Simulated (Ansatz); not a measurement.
A nudged elastic band was laid between two geometries of BrH2OSi (5 atoms, charge 0, multiplicity 2).

Theory: Ansatz 0.2.0, UKS B3LYP-D4/def2-SVP.

```json
{"movable images": "7", "climbing image": "yes", "spring": "5.0 eV/Å²", "optimiser": "quadratic models (default)", "start path": "through a guess of the saddle point", "force threshold": "0.05 eV/Å", "iteration limit": "59", "end points": "relaxed"}
```

Initial state:

```xyz
5
Properties=species:S:1:pos:R:3
O -1.203 0.039 -0.131
Si 0.402 0.484 -0.154
Br 1.768 -1.318 -0.031
H -1.510 -0.576 -0.811
H 0.594 1.297 1.086
```

Final state:

```xyz
5
Properties=species:S:1:pos:R:3
O -1.327 -0.337 0.977
Si -0.061 0.080 -0.030
Br 1.650 -1.351 -0.045
H -0.642 0.137 -1.400
H 0.430 1.398 0.457
```

Q: What changes between the two ends?

A: Bonds broken: O1–H4. Bonds formed: Si2–H4.

Q: What energy profile does the band end with?

A: It converged. The highest image is number 5 of 0 to 8, 2.07 eV above the first end and 0.87 eV above the last; the last end lies 1.20 eV above the first. A vibrational analysis at the climbing image gives one clearly imaginary mode, 1569i cm⁻¹: a first-order saddle point.

| image | path coordinate (Å) | energy (eV) | O1–H4 (Å) | Si2–H4 (Å) |
| --- | --- | --- | --- | --- |
| 0 | 0.00 | 0.00 | 0.97 | 2.28 |
| 1 | 0.29 | 0.03 | 0.97 | 2.27 |
| 2 | 0.58 | 0.12 | 0.97 | 2.17 |
| 3 | 0.87 | 0.45 | 0.98 | 1.94 |
| 4 | 1.17 | 1.25 | 1.09 | 1.71 |
| 5 | 1.46 | 2.07 | 1.42 | 1.59 |
| 6 | 1.79 | 1.65 | 1.82 | 1.53 |
| 7 | 2.12 | 1.29 | 2.20 | 1.50 |
| 8 | 2.45 | 1.20 | 2.52 | 1.49 |

Q: What is the geometry of the highest image?

A: 
```xyz
5
Properties=species:S:1:pos:R:3
O -1.412 -0.298 0.338
Si 0.130 0.137 0.010
Br 1.756 -1.376 0.069
H -1.101 0.048 -0.998
H 0.677 1.415 0.540
```

Q: What are the harmonic wavenumbers there?

A: 1569i, 211, 424, 447, 657, 801, 933, 1893, 2222 cm⁻¹.

The band took 11 iterations and roughly 6 core-minutes.

Time of the run: 3.1 min on 2 threads of Arm Neoverse V1, on a shared host, peak memory 0.23 GiB.
